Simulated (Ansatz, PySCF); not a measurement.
Process, species as SMILES: CB(C)C [trimethylborane] + 2 B (BH3) -> 3 BC (CH5B) [methylborane]
Each molecule is optimised on its own at B3LYP-D3(BJ)/def2-TZVP (Ansatz, a program for electronic structure). Frequencies are from Ansatz or PySCF.

Property: bond separation energy (enthalpy at 298 K, with B3LYP-D3(BJ) rigid-rotor harmonic-oscillator terms), in kcal/mol. Cores are frozen in the correlated levels unless marked. Spin-orbit coupling is left out. Non-relativistic. CBS marks a two-point X^-3 extrapolation of the correlation energy; Hartree-Fock from the larger set. The bracket is a focal-point correction in the basis named.

```
level                                                                 program  bond separation energy (kcal/mol)
-------------------------------------------------------------  --------------  ---------------------------------
revPBE-D3(BJ)/def2-TZVPD                                       Ansatz + dftd3                               -1.8
B3LYP-D4/def2-TZVPD                                            Ansatz + dftd4                                [?]
PBE0-D3(BJ)/def2-TZVPD                                         Ansatz + dftd3                               -1.8
TPSSh-D4/def2-TZVPD                                             PySCF + dftd4                                [?]
M06-2X/def2-TZVPD                                                       PySCF                                [?]
B2GP-PLYP/def2-TZVPD                                                   Ansatz                               -1.1
PBE-QIDH/def2-TZVPD                                                    Ansatz                               -1.1
RPA@PBE/cc-pVQZ                                                        Ansatz                                0.3
SCS-MP2/aug-cc-pVDZ                                                    Ansatz                                0.9
CCSD/STO-3G                                                            Ansatz                                0.5
RI-MP2/CBS(aug-cc-pVTZ,aug-cc-pVQZ)+[CCSD(T)-MP2]/aug-cc-pVTZ          Ansatz                               -0.4
```

Question: What belongs in the gaps?

Answer: 
- B3LYP-D4/def2-TZVPD, bond separation energy (kcal/mol): -1.2
- TPSSh-D4/def2-TZVPD, bond separation energy (kcal/mol): -1.4
- M06-2X/def2-TZVPD, bond separation energy (kcal/mol): -1.0
